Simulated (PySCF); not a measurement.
Species: CH6NPSi.
SMILES with atom numbers: `[H]/[N:1]=[CH:2]\[SiH2:3][PH2:4]` (hydrogens: H5 on N1; H6 on C2; H7, H8 on Si3; H9, H10 on P4)

All values: CAM-B3LYP/def2-SVPD (PySCF, non-relativistic), on one gas-phase PBE0-D3(BJ)/def2-SVP geometry that isn't relaxed in the solvent. The solvent is an IEF-PCM continuum (Bondi radii, 1.10 Å for H, scaled by 1.2), and excitations are vertical TDDFT with non-equilibrium linear response and a frozen core. Specific hydrogen bonds and non-electrostatic terms are outside this model.

Gas-phase singlets (H = HOMO, L = LUMO):

```json
{"state": "S1", "E (eV)": "4.295", "λ (nm)": "289", "f": "0.004", "leading configuration": "H→L 77%"}
{"state": "S2", "E (eV)": "6.415", "λ (nm)": "193", "f": "0.203", "leading configuration": "H-1→L 54%"}
{"state": "S3", "E (eV)": "6.522", "λ (nm)": "190", "f": "0.026", "leading configuration": "H→L+2 35%"}
{"state": "S4", "E (eV)": "6.587", "λ (nm)": "188", "f": "0.027", "leading configuration": "H→L+1 34%"}
{"state": "S5", "E (eV)": "6.860", "λ (nm)": "181", "f": "0.087", "leading configuration": "H→L+3 52%"}
```

Give the list for chloroform (ε = 4.711), n² = 2.09.

| state | E (eV) | λ (nm) | f | leading configuration | change by rank (eV) |
| --- | --- | --- | --- | --- | --- |
| S1 | 4.355 | 285 | 0.008 | H→L 73% | +0.060 |
| S2 | 6.318 | 196 | 0.402 | H-1→L 65% | -0.097 |
| S3 | 6.619 | 187 | 0.026 | H→L+2 54% | +0.097 |
| S4 | 6.693 | 185 | 0.029 | H→L+1 73% | +0.106 |
| S5 | 6.949 | 178 | 0.064 | H→L+3 70% | +0.089 |

The ground-state energy changes by -0.159 eV from gas to chloroform. By how much does the total energy of gas-phase S1 change?

E(S1) = E(S0) + excitation energy, so it changes by -0.159 + 0.060 = -0.099 eV: it is lowered less than the ground state, which is what a blue shift means. This is the vertical state, with the slow part of the continuum still set for S0.

How do the frontier levels move from gas to chloroform?

| orbital | gas (eV) | solvent (eV) | change (eV) | Löwdin shares, gas | Löwdin shares, solvent |
| --- | --- | --- | --- | --- | --- |
| LUMO+2 | 1.32 | 1.58 | +0.26 | P4 42 %, Si3 19 %, H9 13 %, H10 9 % | P4 40 %, Si3 22 %, H9 11 %, H10 8 % |
| LUMO+1 | 0.91 | 1.16 | +0.25 | Si3 35 %, P4 24 %, H9 9 %, H7 8 % | Si3 36 %, P4 24 %, H7 8 %, H9 7 % |
| LUMO | -0.09 | 0.01 | +0.10 | N1 32 %, C2 31 %, Si3 13 %, P4 12 % | N1 32 %, C2 32 %, Si3 13 %, P4 11 % |
| HOMO | -8.52 | -8.46 | +0.06 | N1 33 %, P4 26 %, C2 15 %, Si3 11 % | P4 32 %, N1 28 %, C2 14 %, Si3 11 % |
| HOMO-1 | -9.46 | -9.35 | +0.11 | P4 38 %, N1 23 %, Si3 11 %, C2 10 % | P4 33 %, N1 26 %, Si3 12 %, C2 12 % |
| HOMO-2 | -10.63 | -10.41 | +0.22 | P4 39 %, Si3 19 %, N1 9 %, H9 9 % | P4 42 %, Si3 20 %, H9 9 %, H10 9 % |
| HOMO-3 | -11.30 | -11.08 | +0.22 | Si3 27 %, H8 20 %, C2 14 %, N1 14 % | Si3 32 %, H8 22 %, H7 15 %, P4 8 % |

The HOMO–LUMO gap goes from 8.43 to 8.46 eV. Rows go by rank; for HOMO-3 the atom shares or the degeneracy differ between the runs, so the row needn't follow one orbital.

Shape of the structure used: `[H]/[N:1]=[CH:2]\[SiH2:3][PH2:4]`: N1–C2–Si3–P4 107°, H–P4–Si3–C2 52°, H–P4–Si3–C2 -42°.
